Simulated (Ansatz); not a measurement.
Two isomers of CH7NOSi2: A = `[SiH3]N[SiH]1CO1`, B = `OC1[SiH2]N[SiH2]1`.

Isolated molecules relaxed with PBE0-D4/def2-TZVP in Ansatz; ΔE leaves out vibrations. CBS: MP2 limit from def2 TZ/QZ plus the TZ coupled-cluster correction, frozen cores. DFT in def2-TZVPP. One conformer a species, not always the lowest.

Task: Which isomer does CCSD(T)/CBS put lower? Give the gap. (An estimate is asked.)

Result: Computed: A, by 31.6 kJ/mol.

Task: Give E(B) − E(A) in kJ/mol with CCSD(T)/def2-TZVPP, HF/def2-TZVPP, MP2/def2-TZVPP, PBE0-D4, ωB97M-V, B2PLYP, PBE-D4. (Best estimate.)

Result: Computed: CCSD(T)/def2-TZVPP 34.8, HF/def2-TZVPP 39.8, MP2/def2-TZVPP 36.6, PBE0-D4 20.5, ωB97M-V 29.7, B2PLYP 39.7, PBE-D4 24.9. None reverses the order clearly.

Largest T1 diagnostic: 0.013.

In def2-TZVPP, CCSD(T) changes the Hartree–Fock value by −5.1 kJ/mol (the triples alone add +0.3 kJ/mol) and MP2 by −3.3 kJ/mol. The D4 term adds −5.4 kJ/mol with B3LYP and −2.7 kJ/mol with PBE0; it sums over pairs of atoms, weighted by their polarisabilities, and B3LYP, whose exchange is more repulsive, gets the larger term.

B3LYP here is the variant with VWN-RPA as its local correlation; programs differ in this.
